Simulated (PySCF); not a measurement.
CaF₂, SMILES [F][Ca][F].

Geometry: PBE-D3(BJ)/def2-TZVP. The isomer is the one that the SMILES or the coordinates give; other isomers of the formula were not compared.

The numbers are results of PBE-D3(BJ)/def2-TZVP (PySCF), not measurements.

Frequencies are harmonic and unscaled.

| mode | ν (cm⁻¹) | IR (km/mol) | moving atoms (share of kinetic energy) |
|---|---|---|---|
| 1 | 89 | 62.3 | F 64 %, Ca 36 % |
| 2 | 516 | 33.9 | F 87 %, Ca 13 % |
| 3 | 584 | 281.9 | F 55 %, Ca 45 % |
